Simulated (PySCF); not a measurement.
C₃H₅B₂FO.
Cartesian coordinates in Å at the GFN2-xTB level; atoms count from 1:
```
atom  x, y, z in Å
B1     3.035    0.609    0.528
O2     2.056   -0.233    0.449
B3     1.064   -1.070    0.365
C4    -0.362   -0.569    0.132
C5    -1.499   -0.212   -0.052
C6    -2.850    0.261   -0.273
F7    -2.908    1.638   -0.304
H8     3.339    1.051    1.579
H9     3.619    0.915   -0.451
H10    1.254   -2.231    0.466
H11   -3.514   -0.067    0.538
H12   -3.231   -0.093   -1.239
```

The closed-shell ground state was solved at several levels (PySCF, density fitting, gas phase, non-relativistic).

```json
{"level": "PBE0/pcSseg-1", "basis functions": "144", "total energy (Eh)": "-341.6633", "HOMO (eV)": "-8.24", "LUMO (eV)": "-1.43", "gap (eV)": "6.81", "dipole (D)": "1.66"}
{"level": "B3LYP/pcJ-1", "basis functions": "239", "total energy (Eh)": "-342.1182", "HOMO (eV)": "-8.02", "LUMO (eV)": "-1.62", "gap (eV)": "6.40", "dipole (D)": "1.68"}
```

(1) What might CAM-B3LYP/def2-SVPD (186 basis functions) give for the same quantities?

(2) Over all these levels, which gives the widest orbital gap and which the narrowest?

(3) How far do the dipole and the HOMO energy spread over the levels?

Answers

(1) Total energy -341.7086 Eh, HOMO -9.63 eV, LUMO -0.38 eV, gap 9.25 eV, dipole 1.70 D.

(2) CAM-B3LYP/def2-SVPD (range-separated hybrid) has the widest, 9.25 eV, and B3LYP/pcJ-1 (global hybrid, 20 % exact exchange) the narrowest, 6.40 eV. Functional and basis both differ between the two, so the spread mixes both effects.

(3) The dipole runs from 1.66 to 1.70 D (mean 1.68 D) and the HOMO from -9.63 to -8.02 eV.
